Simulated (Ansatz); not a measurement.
Consider the formal hydrolysis of a C–F bond: `FCC(F)C(F)F` + H₂O → `OC(CF)C(F)F` + H–F.

Program: Ansatz. Geometries: PBE0-D4/def2-TZVP. ΔE: electronic, gas phase. CBS: MP2 limit from def2 TZ/QZ plus the TZ coupled-cluster correction, frozen cores. This one scheme is used for every species. Functionals use def2-TZVPP. HSE06 is defined as in plane-wave codes. One conformer a species, not always the lowest.

`FCC(F)C(F)F`:

Cartesian coordinates in Å:
```
F 0.649 1.009 2.092
C -0.205 0.493 1.145
C 0.596 -0.110 0.021
F 1.170 -1.296 0.423
C -0.248 -0.402 -1.206
F -1.376 -1.068 -0.864
F -0.619 0.770 -1.777
H -0.830 -0.270 1.615
H -0.833 1.301 0.761
H 1.399 0.574 -0.270
H 0.296 -1.002 -1.940
```

H₂O:

```xyz
3

O    -0.098    0.088    0.366
H    -0.503   -0.568   -0.205
H     0.601    0.480   -0.161
```

`OC(CF)C(F)F`:

Z-matrix (Å, degrees):
```
C
C 1 1.511
O 1 1.403 2 111.8
C 1 1.515 2 112.0 3 119.7
H 1 1.100 2 108.6 3 -122.9
F 2 1.388 1 107.5 3 61.6
H 2 1.092 1 110.9 3 -56.2
H 2 1.092 1 111.5 3 -179.7
H 3 0.962 1 107.7 2 -50.3
F 4 1.354 1 111.2 2 -50.2
F 4 1.358 1 109.3 2 68.1
H 4 1.094 1 111.7 2 -171.2
```

H–F:

```xyz
2

F    -0.409    0.072   -0.198
H     0.409   -0.072    0.198
```

**Question.** Is it downhill or uphill in electronic energy at CCSD(T)/CBS, and by how much? (An estimate is asked.)

**Answer.** Ansatz gave: Downhill: ΔE = -10.8 kJ/mol.

**Question.** What do these levels give: PBE-D4, BHLYP-D4, ωB97M-V, PBE, revPBE, PBE0, HSE06, BHLYP, HF/def2-SVP, MP2/def2-TZVPP, CCSD/def2-TZVPP, CCSD/CBS(def2)? (An estimate is asked.)

**Answer.** Computed: PBE-D4 -5.6, BHLYP-D4 -5.0, ωB97M-V -5.6, PBE -3.3, revPBE -0.5, PBE0 -5.7, HSE06 -5.8, BHLYP -2.5, HF/def2-SVP -5.2, MP2/def2-TZVPP -14.3, CCSD/def2-TZVPP -9.2, CCSD/CBS(def2) -9.6 kJ/mol.

Largest T1 diagnostic among the species: 0.011.

In def2-TZVPP, CCSD(T) changes the Hartree–Fock value by −10.6 kJ/mol (the triples alone add −1.2 kJ/mol) and MP2 by −14.5 kJ/mol. Leaving LDA and LC-ωPBE aside and taking each functional with its dispersion term where it has one, the values, not all of them listed here, spread over 8.7 kJ/mol, from PBE-QIDH to B97M-V. LDA lies −7.2 kJ/mol from PBE without D4.
